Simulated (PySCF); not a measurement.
C2H5BrSn, SMILES [Br][SnH2][CH]=C.

Geometry optimised at r2SCAN-D4/def2-SVP. The structure was generated by enumeration; whether it is a known compound was not checked. The def2 effective core potentials stand for the cores of Sn; spin–orbit coupling is left out. One conformer was computed; it need not be the lowest.

Two levels are set side by side: TDDFT-PBE/def2-SVPD (PySCF) and TDDFT-PBE0/def2-SVPD (PySCF). Vertical, same geometry. The lowest singlet is HOMO→LUMO 85 % with PBE and HOMO→LUMO 95 % with the other functional; states are paired by order. Differences are taken from unrounded values.

```
quantity                              TDDFT-PBE
------------------------------------  ---------
lowest singlet excitation (eV)             4.64
lowest triplet excitation (TDA) (eV)       4.26
```

Problem. These are the TDDFT-PBE values. What does TDDFT-PBE0 give? (An estimate is asked for; the answer gives what the named calculation found.)

Solution. 
```json
[
 {"quantity": "lowest singlet excitation (eV)", "TDDFT-PBE0": "5.33", "TDDFT-PBE minus TDDFT-PBE0": "-0.69"},
 {"quantity": "lowest triplet excitation (TDA) (eV)", "TDDFT-PBE0": "4.18", "TDDFT-PBE minus TDDFT-PBE0": "0.08"}
]
```

A lower first singlet is the usual sign of a functional without exact exchange. Differences between two approximate levels are no errors against the true value.

Rough cost on one machine, each run with all the roots and properties that it gave: TDDFT-PBE0 against TDDFT-PBE about 4 times.
